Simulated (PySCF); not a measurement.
These are PBE-D3(BJ)/def2-TZVP in PySCF values and carry that method's errors. Isolated molecules, 0 K electronic values unless said otherwise. 

Reference species (SMILES): `C#CC(C)=O` (neutral, multiplicity 1).

```json
{
  "dipole_moment": "2.96 D"
}
```

Changed species: `C#CF` (whole molecule; the reference has whole molecule).

Problem. Predict the effect on the dipole moment.

Solution. the dipole moment falls by 2.50 D, to 0.46 D.
